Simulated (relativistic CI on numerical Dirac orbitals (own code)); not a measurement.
## Transition arrays of Pd X

Method of calculation: Dirac-Coulomb-Breit CI, KLI orbitals optimised for each configuration, a model potential for QED, valence Slater integrals scaled by 0.9, whole transition arrays (own radial code, finite nucleus).

Configurations in the expansion (outside the closed core [Ar] 3d10 4s2): 4p6 4d, 4p6 4f, 4p5 4d2, 4p6 5p, 4p6 5f. Levels of other configurations are missing.

All E1 lines from the levels of 4p6 4d; mean and standard deviation are weighted by gf, and upper levels are sorted by their leading configuration.

| Upper configuration | Lines | Σgf | Mean (eV) | Mean (nm) | σ (eV) | Strongest line (nm) |
| --- | --- | --- | --- | --- | --- | --- |
| 4p5 4d2 | 63 | 74.7 | 72.74 | 17.046 | 2.57 | 17.118 |
| 4p6 5p | 3 | 1.6 | 56.32 | 22.012 | 0.43 | 21.943 |
| 4p6 5f | 3 | 0.5 | 97.85 | 12.671 | 0.38 | 12.710 |

Σgf per state of the lower configuration in bins of 0.2 nm over the central range (centre: value): 16.5: 0.98, 16.7: 1.76, 16.9: 0.76, 17.1: 2.31, 17.3: 1.45, 20.3: 0.04, 21.1: 0.05.

(1) How do configuration mixing and the scaling of the Slater integrals move the arrays?

## Answers

(1) Slater scale 0.9, no configuration mixing: 4p6 4f 60.0 ± 0.4 eV (Σgf 10.8), 4p5 4d2 71.7 ± 3.8 eV (Σgf 61.0), 4p6 5p 56.3 ± 0.4 eV (Σgf 1.6), 4p6 5f 97.7 ± 0.4 eV (Σgf 0.0); Slater scale 1: 4p5 4d2 74.3 ± 2.9 eV (Σgf 76.4), 4p6 5p 56.4 ± 0.4 eV (Σgf 1.4), 4p6 5f 97.9 ± 0.4 eV (Σgf 0.6); Slater scale 0.8: 4p5 4d2 71.1 ± 2.4 eV (Σgf 73.1), 4p6 5p 56.3 ± 0.4 eV (Σgf 1.6), 4p6 5f 97.8 ± 0.4 eV (Σgf 0.4). With mixing, levels are counted to their leading configuration, so an array can shrink or vanish into another, and the sums then hold other lines.
